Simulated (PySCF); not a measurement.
PySCF input for H₃O₃Si, SMILES O[Si](O)O (connectivity only; charge and spin as stated), charge +1, multiplicity 1, TPSSh-D3(BJ)/def2-SVP. Geometry: TPSSh-D3(BJ)/def2-SVP. The multiplicity is an assumed one; other spin states were not compared. The isomer is the one that the SMILES or the coordinates give; other isomers of the formula were not compared. Other conformers were not sampled.

```python
import numpy as np
from pyscf import gto, scf, dft
from pyscf.hessian import thermo

mol = gto.M(
    atom='''
    O    -1.51097017    0.42572509    0.00000000
    Si    0.01210438   -0.00614892    0.00000000
    O     1.12535625    1.12562564    0.00000000
    O     0.20588405   -1.57718428    0.00000000
    H    -1.84455930    1.34012083    0.00000000
    H     2.09587978    1.06427916    0.00000000
    H     1.01705723   -2.11164669    0.00000000
    ''',
    basis='def2-SVP',
    charge=1,
    spin=0,
    max_memory=1600,
    verbose=3,
)
mf = dft.RKS(mol, xc='tpssh').density_fit(auxbasis='def2-universal-jkfit')
mf.disp = 'd3bj'
mf.grids.level = 4
mf.conv_tol = 1e-11
mf.max_cycle = 100
mf.kernel()

# [left out here: the lines that compute and print the analytic Hessian (its translational invariance restored by hand, since the grid's response is missing), thermochemistry and intensities]
```

It prints:

```
converged SCF energy = -516.543246097842

WARN: MGGA Hessian is sensitive to dft grids. grids.level 4 may not be dense enough.


WARN: DFTD3 does not support analytical Hessian, using finite difference


WARN: Mole.unit (angstrom) is changed to Bohr

Mode                                 0                   1                   2
Irrep
Freq [cm^-1]                      294.4417            308.5534            310.6450
Reduced mass [au]                   3.5182              1.1632              4.7285
Force const [Dyne/A]                0.1797              0.0652              0.2688
Char temp [K]                     423.6360            443.9397            446.9491
Normal mode                   x     y     z       x     y     z       x     y     z
       0   O                 0.08  0.06 -0.00    0.00  0.00  0.03   -0.01  0.13 -0.00
       1  Si                 0.04 -0.06 -0.00   -0.00 -0.00  0.03   -0.06 -0.04 -0.00
       2   O                -0.11  0.09 -0.00   -0.00  0.00  0.02   -0.04 -0.06 -0.00
       3   O                -0.05 -0.07  0.00    0.00 -0.00 -0.08    0.14 -0.02  0.00
       4   H                 0.26  0.13  0.00    0.00  0.00 -0.40    0.17  0.20  0.00
       5   H                -0.10  0.32  0.00   -0.00  0.00 -0.42   -0.05 -0.10  0.00
       6   H                -0.11 -0.17 -0.00    0.00 -0.00  0.72    0.25  0.15 -0.00
Mode                                 3                   4                   5
Irrep
Freq [cm^-1]                      329.3465            404.0420            448.3758
Reduced mass [au]                  12.4055              1.1606              1.0441
Force const [Dyne/A]                0.7928              0.1116              0.1237
Char temp [K]                     473.8563            581.3264            645.1129
Normal mode                   x     y     z       x     y     z       x     y     z
       0   O                -0.00 -0.00  0.08    0.00 -0.00  0.07   -0.00 -0.00 -0.04
       1  Si                 0.00  0.00 -0.15    0.00  0.00 -0.03   -0.00  0.00 -0.02
       2   O                 0.00  0.00  0.10    0.00  0.00 -0.05    0.00 -0.00 -0.01
       3   O                -0.00  0.00  0.08   -0.00  0.00 -0.02   -0.00 -0.00 -0.02
       4   H                 0.00 -0.00 -0.02   -0.00 -0.00 -0.31   -0.00 -0.00  0.81
       5   H                 0.00 -0.00 -0.15    0.00  0.00  0.82    0.00 -0.00  0.14
       6   H                -0.00 -0.00  0.11   -0.00 -0.00  0.28    0.00  0.00  0.54
Mode                                 6                   7                   8
Irrep
Freq [cm^-1]                      563.3259            633.3225            687.8742
Reduced mass [au]                   1.1721              1.4845              1.3971
Force const [Dyne/A]                0.2191              0.3508              0.3895
Char temp [K]                     810.5006            911.2101            989.6979
Normal mode                   x     y     z       x     y     z       x     y     z
       0   O                 0.01  0.00  0.00    0.04  0.02  0.00    0.10  0.06  0.00
       1  Si                 0.01  0.02 -0.00   -0.00 -0.01 -0.00   -0.01 -0.01 -0.00
       2   O                 0.01 -0.05  0.00   -0.00  0.11  0.00   -0.04 -0.04  0.00
       3   O                -0.06 -0.06 -0.00   -0.04 -0.08 -0.00    0.02  0.02  0.00
       4   H                -0.12 -0.05 -0.00   -0.23 -0.09 -0.00   -0.74 -0.27 -0.00
       5   H                 0.04  0.55  0.00   -0.04 -0.65  0.00   -0.04  0.12 -0.00
       6   H                 0.40  0.60  0.00    0.25  0.33  0.00   -0.12 -0.19 -0.00
Mode                                 9                  10                  11
Irrep
Freq [cm^-1]                      873.1698           1162.4453           1175.5400
Reduced mass [au]                   3.7456              9.4724              7.4968
Force const [Dyne/A]                1.6825              7.5414              6.1038
Char temp [K]                    1256.2970           1672.5000           1691.3404
Normal mode                   x     y     z       x     y     z       x     y     z
       0   O                -0.12  0.05 -0.00   -0.07  0.02 -0.00   -0.11  0.04 -0.00
       1  Si                -0.00 -0.00  0.00    0.10  0.08  0.00    0.08 -0.10  0.00
       2   O                 0.10  0.07 -0.00   -0.10 -0.09 -0.00   -0.00  0.01 -0.00
       3   O                 0.04 -0.12 -0.00    0.01 -0.07 -0.00   -0.03  0.11 -0.00
       4   H                -0.28  0.00 -0.00   -0.08  0.03 -0.00   -0.21  0.01  0.00
       5   H                 0.11  0.24  0.00   -0.12 -0.18 -0.00   -0.00 -0.04 -0.00
       6   H                -0.05 -0.27  0.00    0.01 -0.08  0.00    0.03  0.21 -0.00
Mode                                12                  13                  14
Irrep
Freq [cm^-1]                     3780.4169           3788.8680           3810.1855
Reduced mass [au]                   1.0691              1.0702              1.0710
Force const [Dyne/A]                9.0022              9.0520              9.1604
Char temp [K]                    5439.1782           5451.3375           5482.0086
Normal mode                   x     y     z       x     y     z       x     y     z
       0   O                 0.02 -0.05  0.00    0.01 -0.02  0.00   -0.00  0.01 -0.00
       1  Si                -0.00 -0.00 -0.00    0.00  0.00 -0.00    0.00  0.00 -0.00
       2   O                 0.02 -0.00  0.00   -0.05  0.00 -0.00    0.02  0.00  0.00
       3   O                 0.00 -0.00 -0.00    0.02 -0.01  0.00    0.05 -0.03  0.00
       4   H                -0.33  0.85 -0.00   -0.10  0.27 -0.00    0.06 -0.15  0.00
       5   H                -0.33  0.02 -0.00    0.85 -0.04  0.00   -0.32  0.02 -0.00
       6   H                -0.04  0.03 -0.00   -0.29  0.20 -0.00   -0.74  0.50 -0.00
temperature 298.1500 [K]
pressure 101325.00 [Pa]
Rotational constants [GHz] 7.74356 7.06812 3.69522
Symmetry number 1
Zero-point energy (ZPE) 0.04231 [Eh]   111076.572 [J/mol]
                           tot       elec      trans        rot        vib
Entropy [J/mol/K]       303.631      0.000    163.257    104.089     36.285
Cv [J/mol/K]             80.811      0.000     12.472     12.472     55.868
Cp [J/mol/K]             89.126      0.000     20.786     12.472     55.868
Internal energy [J/mol]                      3718.434   3718.434 118265.827
Internal energy [Eh]   -516.49537  -516.54325
Enthalpy [J/mol]                             6197.391   3718.434 118265.827
Enthalpy [Eh]          -516.49442
Gibbs free energy [J/mol]                  -42477.667 -27315.815 107447.502
Gibbs free energy [Eh] -516.52890
static polarisability / bohr^3: [[28.124 -0.671  0.   ]
 [-0.672 28.006 -0.   ]
 [-0.     0.    16.334]]
largest difference of analytic and finite-field dipole derivatives / e: 0.0010190618681082952
mode   freq/cm-1   IR/(km/mol)   Raman/(A^4/amu)   depolarisation
   1      294.44        39.932             3.131            0.723
   2      308.55         0.485             0.524            0.750
   3      310.65         0.335             1.754            0.638
   4      329.35       128.798             0.122            0.750
   5      404.04        72.982             0.885            0.750
   6      448.38       325.047             0.186            0.750
   7      563.33       379.465             1.121            0.645
   8      633.32        41.738             3.069            0.076
   9      687.87       198.135             4.958            0.058
  10      873.17        13.673            13.987            0.069
  11     1162.45       147.005             2.585            0.646
  12     1175.54       163.149             2.991            0.707
  13     3780.42       522.040            39.434            0.509
  14     3788.87       253.121            55.311            0.293
  15     3810.19       363.991           108.704            0.182
max |gradient| / (hartree/bohr): 2.1695396833101957e-05
APT charges: [-0.7538  2.0151 -0.8141 -0.7874  0.4433  0.4466  0.4503]
```

The run converged.
